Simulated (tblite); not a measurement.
A geometry optimisation, step by step.

Species: C4H15AsSi2.
Numbering: `[CH3:1][CH2:2][CH2:3][SiH2:4][CH2:5][SiH2:6][AsH2:7]` (hydrogens: H8, H9, H10 on C1; H11, H12 on C2; H13, H14 on C3; H15, H16 on Si4; H17, H18 on C5; H19, H20 on Si6; H21, H22 on As7)

Computed with GFN2-xTB (tblite), gas phase: L-BFGS steps from a force-field or distance-geometry start until the largest atomic force falls under 0.01 eV/Å. 5 of its 158 geometries are shown.

Step 0: E = -598.0385 eV, largest atomic force 2.156 eV/Å
```
atom  x, y, z in Å  |  force x, y, z in eV/Å
C1     -3.692   -0.092    0.253   -0.827  -0.115   0.643
C2     -2.357    0.380   -0.290   -0.390  -0.519   0.310
C3     -1.333    0.038    0.801   -0.768  -0.527   0.198
Si4     0.391    0.536    0.342    0.662   0.098   0.624
C5      1.129   -0.838   -0.699   -0.567  -0.674   0.045
Si6     2.835   -0.284   -1.214    1.063  -0.830   0.381
As7     4.017    0.651    0.537   -0.090   2.154  -0.048
H8     -4.335   -0.473   -0.561    0.081   0.288   0.633
H9     -3.452   -0.914    0.969   -0.809   0.505  -0.557
H10    -4.202    0.744    0.809    0.311  -1.016  -0.521
H11    -2.448    1.452   -0.475    0.501  -0.184  -0.308
H12    -2.188   -0.216   -1.214    0.414   0.752   0.472
H13    -1.367   -1.073    0.892    0.120   0.624   0.098
H14    -1.659    0.425    1.796    0.170  -0.058  -0.859
H15     1.178    0.543    1.604   -0.091   0.150  -0.097
H16     0.485    1.825   -0.305   -0.036   0.386  -0.181
H17     0.492   -1.080   -1.575    0.416  -0.039   0.594
H18     1.199   -1.729   -0.026   -0.088   0.480  -0.768
H19     2.751    0.691   -2.299    0.012   0.123  -0.065
H20     3.575   -1.476   -1.660   -0.021  -0.089  -0.345
H21     5.514    0.259    0.383   -0.800  -0.721   0.444
H22     3.458    0.251    1.933    0.735  -0.789  -0.694
```

Step 39: E = -599.3167 eV, largest atomic force 0.102 eV/Å
```
atom  x, y, z in Å  |  force x, y, z in eV/Å
C1     -3.834   -0.117    0.198   -0.001   0.009   0.003
C2     -2.412    0.228   -0.230   -0.002  -0.017   0.009
C3     -1.414    0.045    0.908    0.033   0.006   0.017
Si4     0.350    0.580    0.438    0.097   0.022   0.009
C5      1.243   -0.723   -0.618   -0.022   0.020   0.026
Si6     3.010   -0.248   -1.166   -0.029  -0.092   0.033
As7     4.114    0.872    0.543    0.022  -0.023  -0.001
H8     -4.517   -0.044   -0.644   -0.023   0.004  -0.015
H9     -3.883   -1.129    0.595    0.023  -0.016  -0.030
H10    -4.172    0.566    0.975    0.003   0.008   0.011
H11    -2.380    1.266   -0.570   -0.028  -0.019  -0.004
H12    -2.122   -0.400   -1.075   -0.011  -0.026   0.006
H13    -1.425   -0.995    1.236   -0.022  -0.027  -0.017
H14    -1.748    0.635    1.763   -0.008   0.021   0.007
H15     1.141    0.765    1.678   -0.063   0.036  -0.046
H16     0.248    1.856   -0.289    0.071   0.012   0.002
H17     0.659   -0.975   -1.504   -0.002  -0.002   0.060
H18     1.314   -1.636   -0.022   -0.022   0.003  -0.077
H19     2.960    0.601   -2.368   -0.055   0.060  -0.017
H20     3.652   -1.498   -1.622    0.021   0.001   0.012
H21     5.413    0.176    0.236   -0.016   0.030   0.015
H22     3.794   -0.206    1.537    0.035  -0.013  -0.002
```

Step 78: E = -599.3397 eV, largest atomic force 0.033 eV/Å
```
atom  x, y, z in Å  |  force x, y, z in eV/Å
C1     -3.813   -0.174    0.162   -0.005  -0.008  -0.006
C2     -2.401    0.217   -0.259   -0.004  -0.001   0.006
C3     -1.427    0.143    0.912    0.006   0.000   0.005
Si4     0.355    0.630    0.460   -0.001   0.005  -0.015
C5      1.194   -0.727   -0.567   -0.001   0.009  -0.001
Si6     2.960   -0.266   -1.119    0.004   0.003   0.033
As7     4.079    0.745    0.648   -0.011  -0.007  -0.017
H8     -4.508   -0.078   -0.669    0.003   0.000  -0.005
H9     -3.834   -1.205    0.509   -0.006   0.001   0.005
H10    -4.155    0.465    0.974   -0.011   0.000  -0.015
H11    -2.410    1.234   -0.656   -0.003  -0.007  -0.004
H12    -2.066   -0.446   -1.060   -0.003   0.005   0.005
H13    -1.447   -0.867    1.325   -0.005  -0.005   0.008
H14    -1.785    0.804    1.704   -0.007  -0.002   0.006
H15     1.114    0.832    1.711    0.013  -0.005   0.017
H16     0.341    1.894   -0.294   -0.001   0.003  -0.006
H17     0.597   -0.963   -1.446    0.000   0.005   0.002
H18     1.239   -1.643    0.024   -0.003   0.013   0.002
H19     2.867    0.670   -2.253   -0.004   0.012  -0.008
H20     3.600   -1.484   -1.653    0.000  -0.014  -0.018
H21     5.421    0.360    0.093    0.022  -0.013   0.002
H22     4.068   -0.524    1.452    0.014   0.008   0.004
```

Step 118: E = -599.3446 eV, largest atomic force 0.014 eV/Å
```
atom  x, y, z in Å  |  force x, y, z in eV/Å
C1     -3.807   -0.221    0.114    0.011  -0.001   0.006
C2     -2.390    0.193   -0.268    0.009  -0.006   0.006
C3     -1.455    0.200    0.939    0.000  -0.003   0.000
Si4     0.336    0.687    0.512   -0.003  -0.006  -0.003
C5      1.169   -0.678   -0.511    0.003   0.001  -0.005
Si6     2.933   -0.250   -1.093   -0.005  -0.005  -0.010
As7     4.170    0.630    0.663    0.007   0.005   0.003
H8     -4.458   -0.224   -0.758   -0.001   0.006  -0.002
H9     -3.808   -1.220    0.545   -0.001  -0.012  -0.003
H10    -4.219    0.466    0.850   -0.004   0.009  -0.003
H11    -2.414    1.191   -0.713    0.007  -0.009   0.002
H12    -2.007   -0.495   -1.024   -0.004  -0.003   0.001
H13    -1.471   -0.790    1.401   -0.005   0.008   0.000
H14    -1.853    0.890    1.684    0.012   0.000  -0.002
H15     1.097    0.876    1.764   -0.007   0.000   0.005
H16     0.329    1.951   -0.241    0.004   0.002  -0.004
H17     0.561   -0.913   -1.384    0.004  -0.001  -0.002
H18     1.207   -1.592    0.084    0.000   0.010   0.004
H19     2.831    0.751   -2.172    0.000   0.005  -0.002
H20     3.509   -1.457   -1.721   -0.013   0.003   0.000
H21     5.469    0.322   -0.029   -0.005   0.004   0.001
H22     4.258   -0.698    1.359   -0.009  -0.008   0.007
```

Step 157: E = -599.3466 eV, largest atomic force 0.009 eV/Å
```
atom  x, y, z in Å  |  force x, y, z in eV/Å
C1     -3.789   -0.229    0.102   -0.003   0.000  -0.001
C2     -2.357    0.141   -0.268    0.000  -0.001  -0.001
C3     -1.450    0.218    0.957    0.003   0.005  -0.001
Si4     0.341    0.702    0.532    0.003   0.000  -0.008
C5      1.165   -0.658   -0.505   -0.001   0.000   0.000
Si6     2.911   -0.205   -1.118   -0.006   0.000   0.007
As7     4.173    0.589    0.661    0.006   0.003  -0.002
H8     -4.416   -0.273   -0.786   -0.003  -0.003   0.000
H9     -3.816   -1.201    0.591   -0.003   0.000   0.002
H10    -4.209    0.507    0.783    0.002   0.001   0.004
H11    -2.355    1.107   -0.778   -0.003  -0.007   0.001
H12    -1.966   -0.601   -0.967   -0.001   0.001   0.001
H13    -1.469   -0.744    1.474   -0.002  -0.002  -0.005
H14    -1.864    0.947    1.656   -0.001   0.004   0.001
H15     1.103    0.888    1.784   -0.001  -0.003  -0.001
H16     0.332    1.968   -0.219    0.003   0.000   0.004
H17     0.543   -0.899   -1.366    0.001   0.002   0.002
H18     1.225   -1.569    0.091    0.002   0.002  -0.002
H19     2.782    0.844   -2.145    0.007   0.005  -0.004
H20     3.464   -1.384   -1.815    0.002  -0.003  -0.001
H21     5.467    0.220   -0.010   -0.005  -0.001   0.003
H22     4.173   -0.749    1.344    0.001  -0.002   0.001
```

Task: Summarise the path.

Result: The energy falls by 30.16 kcal/mol from step 0 to step 157; nine tenths of that is first reached at step 16. It falls at every step. The largest force goes from 2.156 to 0.009 eV/Å. Among the bonds As7–H22 changes most, from 1.556 to 1.502 Å; the atoms move by 0.457 Å rms after alignment.

Task: Follow the three bonds and two angles with the largest change from start to end.

Result: 
| step | E above end (kcal/mol) | largest force (eV/Å) | As7–H22 (Å) | As7–H21 (Å) | C3–Si4 (Å) | H21–As7–H22 (°) | Si6–As7–H22 (°) |
| --- | --- | --- | --- | --- | --- | --- | --- |
| 0 | 30.16 | 2.156 | 1.556 | 1.556 | 1.853 | 111.7 | 113.1 |
| 7 | 5.87 | 0.333 | 1.500 | 1.496 | 1.884 | 88.6 | 98.9 |
| 14 | 3.42 | 0.325 | 1.507 | 1.508 | 1.887 | 87.3 | 94.9 |
| 20 | 2.24 | 0.192 | 1.499 | 1.505 | 1.910 | 90.5 | 91.6 |
| 27 | 1.52 | 0.122 | 1.496 | 1.502 | 1.910 | 88.7 | 91.7 |
| 34 | 1.03 | 0.155 | 1.502 | 1.501 | 1.907 | 88.2 | 92.6 |
| 41 | 0.62 | 0.088 | 1.502 | 1.504 | 1.903 | 89.5 | 92.4 |
| 48 | 0.42 | 0.073 | 1.501 | 1.504 | 1.905 | 89.1 | 93.0 |
| 55 | 0.35 | 0.032 | 1.500 | 1.504 | 1.904 | 89.0 | 93.0 |
| 61 | 0.32 | 0.038 | 1.501 | 1.504 | 1.905 | 89.2 | 92.7 |
| 68 | 0.25 | 0.079 | 1.502 | 1.503 | 1.902 | 89.2 | 92.5 |
| 75 | 0.18 | 0.035 | 1.502 | 1.504 | 1.903 | 89.2 | 92.2 |
| 82 | 0.15 | 0.052 | 1.502 | 1.504 | 1.903 | 89.1 | 92.1 |
| 89 | 0.12 | 0.030 | 1.502 | 1.502 | 1.905 | 89.3 | 92.6 |
| 96 | 0.10 | 0.065 | 1.502 | 1.504 | 1.905 | 89.1 | 92.7 |
| 102 | 0.07 | 0.039 | 1.503 | 1.503 | 1.903 | 89.2 | 92.9 |
| 109 | 0.06 | 0.016 | 1.502 | 1.504 | 1.904 | 89.0 | 92.9 |
| 116 | 0.05 | 0.022 | 1.502 | 1.503 | 1.905 | 89.1 | 92.7 |
| 123 | 0.04 | 0.017 | 1.503 | 1.503 | 1.904 | 89.1 | 92.5 |
| 130 | 0.03 | 0.013 | 1.502 | 1.503 | 1.904 | 89.1 | 92.6 |
| 137 | 0.03 | 0.024 | 1.502 | 1.503 | 1.904 | 89.0 | 92.6 |
| 143 | 0.02 | 0.018 | 1.503 | 1.503 | 1.904 | 89.2 | 92.6 |
| 150 | 0.01 | 0.022 | 1.502 | 1.503 | 1.904 | 89.1 | 92.4 |
| 157 | 0.00 | 0.009 | 1.502 | 1.504 | 1.904 | 89.1 | 92.5 |

What follows is the cost of the whole relaxation. On one thread of an Intel Xeon Platinum 8488C, shared host with 96 logical CPUs at a one-minute load of 34, this took 1.7 s wall.
